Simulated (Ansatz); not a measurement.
Ideal-gas functions of CH5FSeSn (`[CH3][SnH]([F])[SeH]`) at 800 K and 1 bar, from an Ansatz frequency run at PBE0-D4/def2-TZVP.

Molar mass 233.72 g/mol, point group C1 (symmetry number 1), electronic degeneracy 1, moments of inertia 120.897, 429.333, 486.97 u Å². Harmonic wavenumbers (cm⁻¹, unscaled): 68, 100, 131, 138, 152, 249, 499, 547, 568, 607, 655, 774, 785, 1226, 1447, 1449, 1960, 2442, 3073, 3175, 3178.

Use S(trans) = R[1.5 ln M + 2.5 ln T − 1.1517]; rotational temperatures θ = 24.2544 K / I; S(rot) = R[ln(√π/σ · √(T³/θAθBθC)) + 1.5]; for each mode x = 1.438777 ν̃/T, S = R[x/(eˣ − 1) − ln(1 − e⁻ˣ)] and H = RT x/(eˣ − 1); 1 cm⁻¹ = 0.0119627 kJ/mol; R = 8.31446 J/(mol·K).

Problem. By hand: the entropy, in J/(mol·K).

Solution. Translation 197.4. Rotation: θ = 0.2006, 0.0565, 0.0498 K, giving 131.7. Vibration, mode by mode: 25.79, 22.59, 20.35, 19.92, 19.12, 15.06, 9.49, 8.78, 8.49, 7.99, 7.42, 6.20, 6.10, 3.24, 2.37, 2.36, 1.14, 0.56, 0.22, 0.19, 0.18, in all 187.6. Electronic 0.0. Sum 516.7 J/(mol·K).

Problem. By hand: H − E and G − E in kJ/mol, counted from the electronic energy.

Solution. Zero-point energy ½ × 23223 × 0.0119627 = 138.9; thermal vibration 66.3; translation, rotation and pV give 4 RT = 26.6. H − E = 231.8 kJ/mol, and G − E = 231.8 − 800 × 516.7/1000 = -181.6 kJ/mol.

Vibration gives 36 % of the entropy, 88.7 J/(mol·K) of it from the modes under 150 cm⁻¹: soft modes count most, and the harmonic formula is weakest for them. The sum counts one conformer and one mirror image; others add a mixing term.
